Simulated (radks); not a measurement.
Tm4+, configuration [Kr] 4d10 4f11 5s2 5p4 5d2 (not the ground configuration).

Method: scalar-relativistic Kohn-Sham, AM05, spin-polarised, spherical densities, finite nucleus; open shells are filled with parallel spins first (spin-orbit coupling, left out, can overturn this in heavy ions); Fermi nuclear charge, rms radius 5.2256 fm; computed with a radial shooting solver on a logarithmic mesh with Libxc functionals.

Energy parts (hartree):
part                       energy
total                 -13552.2309
kinetic                14724.7627
electron-nucleus      -33172.8646
Hartree                 5170.8482
exchange-correlation    -274.9771

Orbitals (lengths in bohr, moments of r in powers of bohr; r(max) is where P^2 peaks; r(90%) holds 90 % of the orbital's charge):
\begin{tabular}{lrrrrrr}
orbital & occ. & eigenvalue (hartree) & <r^2> & r(max) & r(90%) & <r> \\ \hline
1s up & 1 & -2178.778 & 0.0005492 & 0.01262 & 0.0363 & 0.02003 \\
1s down & 1 & -2178.771 & 0.0005492 & 0.01262 & 0.0363 & 0.02003 \\
2s up & 1 & -369.5434 & 0.008526 & 0.07194 & 0.132 & 0.08493 \\
2s down & 1 & -369.5328 & 0.008526 & 0.07194 & 0.132 & 0.08493 \\
2p up & 3 & -326.6917 & 0.006950 & 0.05856 & 0.123 & 0.07544 \\
2p down & 3 & -326.6807 & 0.006950 & 0.05856 & 0.123 & 0.07544 \\
3s up & 1 & -84.85735 & 0.05593 & 0.2035 & 0.324 & 0.2212 \\
3s down & 1 & -84.79608 & 0.05588 & 0.2034 & 0.324 & 0.2211 \\
3p up & 3 & -71.87828 & 0.05636 & 0.2003 & 0.330 & 0.2205 \\
3p down & 3 & -71.81634 & 0.05630 & 0.2003 & 0.330 & 0.2204 \\
3d up & 5 & -55.81231 & 0.04694 & 0.1633 & 0.311 & 0.2000 \\
3d down & 5 & -55.76184 & 0.04688 & 0.1632 & 0.311 & 0.1999 \\
4s up & 1 & -18.56869 & 0.2791 & 0.4642 & 0.714 & 0.4972 \\
4s down & 1 & -18.44984 & 0.2791 & 0.4642 & 0.714 & 0.4972 \\
4p up & 3 & -14.29006 & 0.3162 & 0.4853 & 0.767 & 0.5271 \\
4p down & 3 & -14.17267 & 0.3161 & 0.4853 & 0.766 & 0.5271 \\
4d up & 5 & -8.60301 & 0.3740 & 0.5001 & 0.853 & 0.5679 \\
4d down & 5 & -8.48397 & 0.3734 & 0.5002 & 0.852 & 0.5675 \\
5s up & 1 & -3.95703 & 1.536 & 1.065 & 1.68 & 1.171 \\
5s down & 1 & -3.79466 & 1.535 & 1.063 & 1.68 & 1.170 \\
5p up & 3 & -2.87529 & 2.016 & 1.197 & 1.93 & 1.339 \\
5p down & 1 & -2.71112 & 2.035 & 1.195 & 1.95 & 1.344 \\
4f up & 7 & -2.34266 & 0.6253 & 0.4875 & 1.18 & 0.7042 \\
4f down & 4 & -2.21091 & 0.6184 & 0.4876 & 1.17 & 0.7005 \\
5d up & 2 & -1.56321 & 3.556 & 1.525 & 2.61 & 1.768 \\
5d down & 0 & -1.42026 & 3.828 & 1.543 & 2.73 & 1.829 \\
6s up & 0 & -1.32386 & 7.464 & 2.429 & 3.65 & 2.590 \\
6s down & 0 & -1.25170 & 8.035 & 2.504 & 3.79 & 2.689 \\
6p up & 0 & -1.03393 & 10.18 & 2.836 & 4.28 & 3.021 \\
\end{tabular}

The highest occupied level is 5d up at -42.537 eV. Summed over all electrons, <r^2> = 32.29 bohr^2, which gives a Langevin (diamagnetic) susceptibility term of -25.6 x 10^-6 cm^3/mol. The electron density at the nucleus is 9.996e+05 e/bohr^3 (large components only). The density falls to 0.001 e/bohr^3 at r = 3.26 bohr.
